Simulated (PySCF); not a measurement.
## Static response to an electric field

N-isopropylacrylamide, C6H11NO.
Numbering: `[CH2:1]=[CH:2][C:3](=[O:4])[NH:5][CH:6]([CH3:7])[CH3:8]` (hydrogens: H9, H10 on C1; H11 on C2; H12 on N5; H13 on C6; H14, H15, H16 on C7; H17, H18, H19 on C8)

Structure used (GFN2-xTB), in Å, numbered top down from 1:
```xyz
19
C6H11NO angstrom
C      3.6576   -0.1716    0.1345
C      2.4128   -0.6217    0.1129
C      1.2608    0.3183    0.1029
O      1.3859    1.5278    0.1127
N      0.0523   -0.2950    0.0811
C     -1.2047    0.4242    0.0541
C     -1.9714    0.0921   -1.2246
C     -2.0287    0.0934    1.2970
H      3.8390    0.8908    0.1460
H      4.5148   -0.8231    0.1407
H      2.1873   -1.6795    0.0994
H      0.0026   -1.3016    0.0739
H     -0.9339    1.4850    0.0590
H     -1.3623    0.3152   -2.0972
H     -2.8829    0.6808   -1.2779
H     -2.2390   -0.9632   -1.2451
H     -2.9472    0.6737    1.3020
H     -1.4658    0.3279    2.1971
H     -2.2871   -0.9643    1.3121
```

Level: PBE0/def2-SVPD (PySCF), static field, nuclei fixed, core orbitals frozen in the response. The polarisability tensor in these axes (au):

```
x   117.21   2.14   0.80
y     2.14  76.50   0.14
z     0.80   0.14  68.16
```

Task: Diagonalise the tensor; give its mean and Δα, where Δα² is half the sum of the squared differences of the eigenvalues.

Result: Principal values 68.15, 76.38 and 117.34 au; mean 87.29 au = 12.94 Å³ = 14.39 × 10⁻⁴⁰ C²·m²/J; Δα = 45.63 au (52 % of the mean).

Task: What is the dipole moment, and where does it point?

Result: (-1.32, -3.25, -0.06) D, 3.51 D in size, pointing from the negative to the positive side. Measured along this direction, the outermost atoms are H9 at the negative end and H16 and H19 at the positive end.

Task: In a dilute gas of rigid molecules at 250 K, how does the orientational term μ²/3kT compare with the electronic polarisability?

Result: In Gaussian units μ²/3kT = 118.87 Å³ against 12.94 Å³, a ratio of 9.19; the Debye molar polarisation (4π/3)N_A(α + μ²/3kT) is 332.5 cm³/mol, leaving out the vibrational part.

Task: What are the principal values of the traceless quadrupole moment, Θ = ½Σq(3rr − r²1), about the centre of nuclear charge?

Result: -5.62, -4.03, 9.66 D·Å. The values depend on the origin, since the dipole doesn't vanish. The electronic extent ⟨r²⟩ about the same centre is 1288 bohr², a root-mean-square distance of 2.41 Å for the 62 electrons.

Task: What would n − 1 = 2πNα be for an ideal gas of these molecules at 350 K and 1 atm, electronic part alone?

Result: N = p/kT = 2.0968 × 10¹⁹ cm⁻³, so n − 1 = 2π × N × 12.94 × 10⁻²⁴ cm³ = 1704 × 10⁻⁶ at long wavelengths.

Task: Rayleigh depolarisation ratio (linearly polarised light, static tensor)?

Result: ρ = 3Δα²/(45ᾱ² + 4Δα²) = 6247.1/(342881 + 8329.4) = 0.0178.

Isolated species at its GFN2-xTB geometry (one conformer only).
